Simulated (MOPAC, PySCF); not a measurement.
[Zn(Br)2], neutral singlet in the gas phase. 

Cartesian coordinates (Å):
```xyz
3

Zn     0.0000     0.0000     0.0000
Br    -1.0952    -0.2022    -1.9395
Br     1.0952     0.2022     1.9395
```
Charge 0, multiplicity 1.

All levels are single points at this geometry (BP86-D3(BJ)/def2-SVP); Pople sets use spherical d functions. Orbital energies aren't observables, and empty levels follow the basis.

| level | HOMO (eV) | LUMO (eV) | gap (eV) | dipole (D) | vertical IE, Delta-SCF (eV) |
|---|---|---|---|---|---|
| TPSSh-D3(BJ)/def2-TZVP in PySCF | -7.90 | -2.23 | 5.67 | 0.00 | – |
| B3LYP/3-21G in PySCF | -7.86 | -1.79 | 6.07 | 0.00 | – |
| B3LYP/6-311+G** (LANL2DZ on Br, Zn) in PySCF | -8.35 | -2.48 | 5.87 | 0.00 | – |
| PBE/6-31G* (LANL2DZ on Zn) in PySCF | -7.31 | -2.82 | 4.49 | 0.00 | – |
| HF/STO-3G in PySCF | -5.34 | 4.56 | 9.90 | 0.00 | – |
| PM7 in MOPAC | -10.32 | 1.35 | 11.68 | 0.00 | – |
